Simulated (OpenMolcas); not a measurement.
Fe2+ with 6 ligands (sulfide) in octahedral coordination (Oh). A charge of +1.67 e stands 2.4 Å behind each ligand. Ligand basis ANO-RCC-VDZP.

* Program: OpenMolcas 26.06
* Method: SS-CASPT2, IPEA 0.25 Eh, imaginary shift 0.1 Eh (closed shells correlated: 3s 3p and the ligand valence shells)
* Basis: ANO-RCC-VTZP [6s5p3d2f1g]
* Scalar Hamiltonian: DKH2, point nucleus
* Active space: 6 electrons in 5 orbitals (3d)
* State averaging: 2S+1 = 5 even, 5 roots; 2S+1 = 3 even, 45 roots; 2S+1 = 1 even, 50 roots
* Spin-orbit coupling: state interaction with AMFI integrals over the reference wave functions

All ligands move together. At R = 2.42 Å the first state of the same spin is 1920 cm-1, and at R = 2.65 Å it is 1300 cm-1.

Q: A third run gives 1540 cm-1. What distance was it run at?

A: With a power law R^-n the two known points give n = -ln(1300 / 1920) / ln(2.65 / 2.42) = 4.30. Then R = 2.42 × (1920 / 1540)^(1/4.30) = 2.547 Å. The run was at 2.56 Å, so the estimate is off by -0.013 Å.

Roots that are degenerate in the reference are averaged as groups; the widest CASPT2 spread within a group is 730 cm-1 (the 2-fold group of multiplicity 1 near 71700 cm-1 above the lowest state of its run, R = 2.65). Shifts and gaps below about the spread of the groups concerned are not significant. Over all roots computed the reference weight is 0.58 to 0.63 in R = 2.42, 0.60 to 0.63 in R = 2.56, 0.60 to 0.64 in R = 2.65; a low but even weight reflects the number of correlated electrons. An orbital triplet at a regular site is open to Jahn-Teller coupling, which can distort the site and quench the lowest spin-orbit gaps and is left out. The sulfide ions are held by bare point charges, a crude embedding. A single d shell leaves out the double-shell effect, which counts most for late 3d ions, where the CASPT2 field can be off either way by tens of per cent. Ligand-to-metal charge-transfer states are missing. With oxide or sulfide held by bare charges the field of late divalent 3d ions can come out several times too small, and g and χT far too large. These CASPT2 states fit no ligand-field parameters well, so their order and spin gaps are uncertain. With no ligand orbital active B as a rule stays too high, so bands that hang on it stand too high and its fall with covalency is understated. With one d shell and no ligand orbital active, 10Dq can be off by tens of per cent for divalent 3d ions, low with halides held by bare charges and at times high in hosts. Free-ion shares, where given, are those of the reference states; single-state CASPT2 does not remix them. No measured value stands beside these numbers; the geometry was imposed, not optimised, and the real ion may take another.
